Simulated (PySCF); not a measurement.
This PySCF input asks for the NMR shieldings of SMILES CCCCP(C=C)N, C₆H₁₄NP; the geometry comes from GFN2-xTB.

```python
import basis_set_exchange as bse
import numpy as np
from pyscf import gto, dft
from pyscf.prop import nmr

atoms = """
C     3.896077   -0.620152   -0.607832
C     2.996489   -0.138352    0.232275
P     1.625884    0.951326   -0.284245
N     1.390045    1.657264    1.277315
C     0.279658   -0.333441   -0.132380
C    -1.102541    0.252632   -0.399238
C    -2.195928   -0.811060   -0.329475
C    -3.577391   -0.218553   -0.580328
H     3.861921   -0.388394   -1.660015
H     4.695588   -1.270255   -0.287561
H     3.031671   -0.350212    1.295265
H     2.120654    2.340002    1.460855
H     0.505454    2.156323    1.309082
H     0.331740   -0.767070    0.870154
H     0.498185   -1.115353   -0.864787
H    -1.320130    1.032013    0.335560
H    -1.111753    0.718780   -1.387943
H    -2.174524   -1.282718    0.655834
H    -1.992073   -1.585796   -1.072266
H    -3.815363    0.529892    0.172881
H    -4.339049   -0.994009   -0.546395
H    -3.615026    0.256519   -1.558291
"""
names = dict.fromkeys(["C", "P", "N", "H"], "pcSseg-1")
basis = {el: gto.basis.parse(bse.get_basis(n, elements=[el], fmt="nwchem")) for el, n in names.items()}
mol = gto.M(atom=atoms, basis=basis, charge=0, verbose=0)
mf = dft.RKS(mol, xc="PBE0")
mf.grids.level = 2
mf.grids.alignment = dft.numint.BLKSIZE   # the property module wants whole blocks of grid points
mf.conv_tol = 1e-9
mf.kernel()

calc = nmr.RKS(mf)   # GIAO
C = mf.mo_coeff
Co = C[:, mf.mo_occ > 0]
resp = mf.gen_response(singlet=True, hermi=2)
def vind(x):   # induced exchange potential for any number of trial vectors
    d = np.einsum("pi,xij,qj->xpq", C, 2 * x.reshape(-1, C.shape[1], Co.shape[1]), Co, optimize=True)
    return np.einsum("xpq,pi,qj->xij", resp(d - d.transpose(0, 2, 1)), C, Co, optimize=True).ravel()
mo1, _ = nmr.rhf.solve_mo1(calc, with_cphf=vind)
sigma = calc.kernel(mo1)
for i, s in enumerate(sigma):   # ppm
    print("%2d %-2s %9.2f" % (i, mol.atom_pure_symbol(i), np.trace(s) / 3))
```

Problem. What are the results?

Solution. 
```
 0 C      53.08
 1 C      25.87
 2 P     282.80
 3 N     235.64
 4 C     141.76
 5 C     153.32
 6 C     156.12
 7 C     169.60
 8 H      25.61
 9 H      25.61
10 H      24.87
11 H      31.34
12 H      31.48
13 H      29.89
14 H      30.37
15 H      30.77
16 H      30.32
17 H      30.28
18 H      30.30
19 H      30.75
20 H      30.41
21 H      30.73
```

These numbers come from an equivalent density-fitted implementation of the same equations, which agrees with the script to about 0.01 ppm for H and up to a few tenths of a ppm for heavy atoms, so last digits may differ.

Size and cost of the density-fitted run: 213 basis functions, 30 s wall time on 1 thread of an Arm Neoverse V2, shared host; peak memory 0.95 GiB.
